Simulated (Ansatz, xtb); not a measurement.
**Relative energy of two isomers of C4H6N2Se**

Structure I is `Nc1c[se]c(N)c1`, a singlet and structure II is `Nc1c[se]cc1N`, a singlet. Both are isolated molecules in the gas phase, relaxed with r2SCAN-D4/def2-SVP; the shapes shown needn't be the lowest conformers.

I (Å):

```tsv
atom	x (Å)	y (Å)	z (Å)
C	0.5217	-0.2912	0.7234
C	1.1169	0.8502	0.2375
C	0.6498	-0.9880	-1.5455
C	0.2627	-1.3054	-0.2655
N	0.2436	-0.5301	2.0702
N	0.4616	-1.7252	-2.7003
Se	1.4205	0.7301	-1.6124
H	0.2272	0.3097	2.6400
H	-0.5994	-1.0767	2.2202
H	1.4273	1.7338	0.7937
H	0.2730	-2.7092	-2.5323
H	1.1692	-1.6025	-3.4175
H	-0.1872	-2.2702	-0.0117
```

II (Å):

```xyz
13

C     0.6843   -0.2888    0.2612
C     1.7006    0.6184    0.0876
C     1.0953   -0.7210   -2.0337
C     0.3206   -1.0235   -0.9362
N    -0.0362   -0.5234    1.4513
N    -0.7624   -1.8858   -0.9149
Se    2.3464    0.6143   -1.6595
H     0.1165   -1.4717    1.7999
H     0.2259    0.1245    2.1897
H     2.1463    1.2531    0.8540
H     0.9758   -1.1088   -3.0450
H    -0.7375   -2.6985   -1.5161
H    -1.1971   -2.0265   -0.0118
```

Quicker runs give these differences E(II) − E(I): GFN2-xTB +1.73 kJ/mol; HF/STO-3G +14.32 kJ/mol (at GFN2-xTB geometries); r2SCAN-D4/def2-SVP//GFN2-xTB +6.19 kJ/mol.

Problem. Estimate E(II) − E(I) at the level CCSD(T)/def2-SVP + ΔMP2/def2-TZVPP.

Solution. CCSD(T)/def2-SVP + ΔMP2/def2-TZVPP gives E(II) − E(I) = −2.03 kJ/mol, slightly favouring structure II, which is too small a margin to settle the true order.

How the difference moves with the method:

```tsv
level	geometry	E(II) − E(I) (kJ/mol)	departure from the last row (kJ/mol)	job, with rough time for the two
GFN2-xTB	GFN2-xTB	+1.73	+3.75	optimisation, 0.85 s
HF/STO-3G	GFN2-xTB	+14.32	+16.35	single point, 2.5 s
r2SCAN-D4/def2-SVP//GFN2-xTB	GFN2-xTB	+6.19	+8.22	single point, 12 s
r2SCAN-D4/def2-SVP	r2SCAN-D4/def2-SVP	+2.44	+4.47	optimisation, 2.6 min
HF/def2-SVP	r2SCAN-D4/def2-SVP	+7.76	+9.79	part of the CCSD(T) run
MP2/def2-SVP	r2SCAN-D4/def2-SVP	−2.23	−0.21	part of the CCSD(T) run
CCSD(T)/def2-SVP	r2SCAN-D4/def2-SVP	+0.09	+2.12	single point
CCSD(T)/def2-SVP + ΔMP2/def2-TZVPP	r2SCAN-D4/def2-SVP	−2.03		single point, 5.1 min
```

As drawn, both hold the same kinds of bond in the same numbers.

The largest departure from CCSD(T)/def2-SVP + ΔMP2/def2-TZVPP is that of HF/STO-3G, 16.35 kJ/mol. The last row adds to CCSD(T) the change of the MP2 difference between the two basis sets, here −2.12 kJ/mol.

With thermal terms from frequencies at re-optimised GFN2-xTB minima (ideal gas, soft modes damped towards free rotors, one conformer each, 298.15 K, 1 atm): the zero-point term adds −0.21 kJ/mol; ΔH is −2.21 and ΔG −2.57 kJ/mol.

The correlated steps freeze 15 core orbitals; the filled d shell of Se is correlated, in a basis made for valence electrons. Programs: Ansatz 0.2.0, xtb 6.7.1; the last row on 2 threads of Intel(R) Xeon(R) Processor @ 2.50GHz (Skylake/Cascade Lake) on a shared host.
